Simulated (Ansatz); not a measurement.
Correlation energies of GeH5NSi, SMILES `[NH]1[SiH2][GeH2]1` by basis set

```xyz
8

N     0.923    0.355   -0.027
Si   -0.650    0.986    0.131
Ge   -0.084   -1.224   -0.104
H     1.886    0.636   -0.068
H    -1.060    1.587    1.430
H    -1.217    1.801   -0.977
H     0.184   -2.185    1.068
H     0.019   -1.958   -1.452
```

Charge 0, multiplicity 1. Correlated methods include outer-core shells of Ge, which these sets cover unevenly. Scalar relativity is left out up to krypton. Geometry: relaxed with PBE0-D4/def2-TZVP. Frozen core, restricted reference, Ansatz.

| basis | HF (Eh) | MP2 corr. |
| --- | --- | --- |
| def2-SVP | -2421.22944 | -0.49743 |
| def2-TZVPP | -2421.67000 | -0.59004 |
| def2-QZVPP | -2421.72394 | -0.87819 |

Q: Estimate the CCSD correlation energy and the (T) correction in each basis where they were run (hartree).

A: 
| basis | CCSD corr. | (T) |
| --- | --- | --- |
| def2-SVP | -0.52639 | -0.01659 |
| def2-TZVPP | -0.61781 | -0.02500 |
